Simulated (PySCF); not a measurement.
## Stretching AlGa

Set-up: Al pcseg-1, Ga pcseg-1; no relativity (PySCF 2.14). Energies in eV from Al + Ga in their ground configurations at the same level. All curves are PBE0. state 1: ³Π (triplet), unpaired electrons σ ↑, π ↑; state 2: ³Σ⁻ (triplet), unpaired electrons π ↑↑, a second solution, started from another occupation; state 3: Ms = 0 determinant of mixed spin (⟨S²⟩ near 1.0), unpaired electrons σ ↓, π ↑, a second solution, started from another occupation; state 4: Ms = 0 determinant of mixed spin (⟨S²⟩ near 1.0), unpaired electrons π ↑↓, a mixture of terms (⟨Lz²⟩ = 2.0), a second solution, started from another occupation.

```
R (Å)  state 1  state 2  state 3  state 4
2.337   -1.094   -1.351   -0.967   -1.153
2.445   -1.319   -1.404   -1.190   -1.214
2.554   -1.441   -1.383   -1.309   -1.200
2.635   -1.484   -1.334   -1.349   -1.156
2.717   -1.496   -1.266   -1.358   -1.092
2.799   -1.483   -1.185   -1.342   -1.016
2.907   -1.440   -1.066   -1.295   -0.902
3.043   -1.355   -0.910   -1.206   -0.752
3.206   -1.230   -0.724   -1.077   -0.573
3.423   -1.044   -0.496   -0.888   -0.351
```

Q: Put a parabola through the three lowest points of the state 1 curve and estimate Re, k and ωe (reduced mass 19.39 u; 1 eV/Å² = 0.16022 mdyn/Å; ωe = 1302.8·√(k/μ) cm⁻¹).

A: Through R = 2.635, 2.717, 2.799 Å the second-order coefficient is 1.86 eV/Å², so Re ≈ 2.715 Å, k ≈ 0.596 mdyn/Å and ωe ≈ 228 cm⁻¹. A polynomial fit of higher order to the unrounded PBE0 energies gives Re = 2.712 Å, k = 0.584 mdyn/Å, ωe = 226 cm⁻¹; anharmonicity and rounding make the difference.

The higher-order fit for each curve: state 1: Re = 2.712 Å, ωe = 226 cm⁻¹, De = 1.50 eV; state 2: Re = 2.461 Å, ωe = 287 cm⁻¹, minimum 1.40 eV below the ground-state fragments; state 3: Re = 2.702 Å, ωe = 230 cm⁻¹, minimum 1.36 eV below the ground-state fragments; state 4: Re = 2.473 Å, ωe = 282 cm⁻¹, minimum 1.22 eV below the ground-state fragments.

Closed-shell solutions of metal pairs were not tested for spin polarisation, which can lower them a little. Spin–orbit coupling is left out. The state was picked by a PBE0 search and need not be the measured ground state.
